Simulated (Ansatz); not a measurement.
Input for Ansatz (a program for electronic structure): U-wB97X-V/cc-pV(T+d)Z on SiN, 2S+1 = 2, a point of a bond scan (R = 1.411 Å). Files ending in .json are basis or fitting sets from the Basis Set Exchange.

Ansatz 0.2 input:
```yaml
crystal:
  periodic: [false, false, false]
  atoms:
    - {symbol: Si, position_ang: [-0.00000000, -0.00000000, -0.52249227]}
    - {symbol: N, position_ang: [0.00000000, 0.00000000, 0.88823687]}
basis:
  gaussian:
    orbitals: cc-pV_T+d_Z.json
hamiltonian:
  xc: {name: wB97X-V}
magnetization: {spin_polarized: true, initial_magnetization: 1}
```

It printed:

```
WARN ansatz: RAYON_NUM_THREADS=1 ignored (pool sized by the plan → 1); use --threads N
Functional definition: wB97X-V
integrals: 0.02 GiB planned
492 factors; their error is unknown
integrals: 0.05 GiB planned
79 factors; integrals over basis functions are off by at most 1.3e-4 eV
mean field: 0.25 GiB planned
mean field evaluation 1: about -9351.1662 eV, gradient 4.9e1 eV
mean field evaluation 2: about -9320.0192 eV, gradient 8.7e1 eV
mean field evaluation 4: about -9361.7375 eV, gradient 2.3e0 eV
mean field evaluation 8: about -9361.9106 eV, gradient 1.1e-1 eV
mean field evaluation 16: about -9361.9451 eV, gradient 9.6e-4 eV
mean field -9361.94512650 eV, -344.0451376445 hartree, gradient 2.2e-5 eV, S^2 0.763783; 1 other end points of the search recorded, 0 dependent functions left out
reference -9361.94512540 eV, -344.0451376041 hartree; 11, 10 occupied and 58, 59 virtual orbitals, 492 factors
Total energy: -9361.94512540 eV, -344.0451376041 hartree
```

The run converged.

Cost: about 2.8 core-seconds (a rough figure).
